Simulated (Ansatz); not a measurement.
`SC[SiH2][SeH]` + `[AlH3]` → `[AlH2][SeH]` + `[SiH3]CS`  (formal exchange of groups at the Se–Si bond)

Calculated with Ansatz (gas phase, PBE0-D4/def2-TZVP geometries, no zero-point term in ΔE). CCSD(T)/CBS is the MP2 limit (def2-TZVPP, def2-QZVPP) plus CCSD(T) − MP2 in def2-TZVPP, frozen cores. This one scheme is used for every species. Functionals use def2-TZVPP. HSE06 is defined as in plane-wave codes. For Se outer-core shells are correlated without core-valence functions, which leaves a few kJ/mol of doubt a bond. Scalar relativity is left out up to krypton. One conformer a species, not always the lowest.

```csv
level,ΔE (kcal/mol),difference from CCSD(T)/CBS
r2SCANh-D4,-17.8,-0.8
ωB97M-V,-16.7,0.3
PBE,-17.9,-0.9
r2SCAN0,-18.1,-1.1
HSE06,-17.9,-0.9
HF/def2-SVP,-19.0,-2.0
CCSD/def2-SVP,-18.9,-1.9
MP2/def2-TZVPP,-16.8,0.2
SCS-MP2/def2-TZVPP,-17.0,0.0
HF/CBS(def2),-18.5,-1.5
CCSD(T)/CBS,-17.0,0
```

Largest T1 diagnostic among the species: 0.011.

At CCSD(T), def2-SVP lies −1.9 kcal/mol from the extrapolated value and def2-TZVPP −0.4 kcal/mol. In def2-TZVPP, CCSD(T) changes the Hartree–Fock value by +1.1 kcal/mol (the triples alone add +0.1 kcal/mol) and MP2 by +1.8 kcal/mol. Leaving LDA and LC-ωPBE aside and taking each functional with its dispersion term where it has one, the values, not all of them listed here, spread over 2.8 kcal/mol, from B2PLYP to B97M-V.
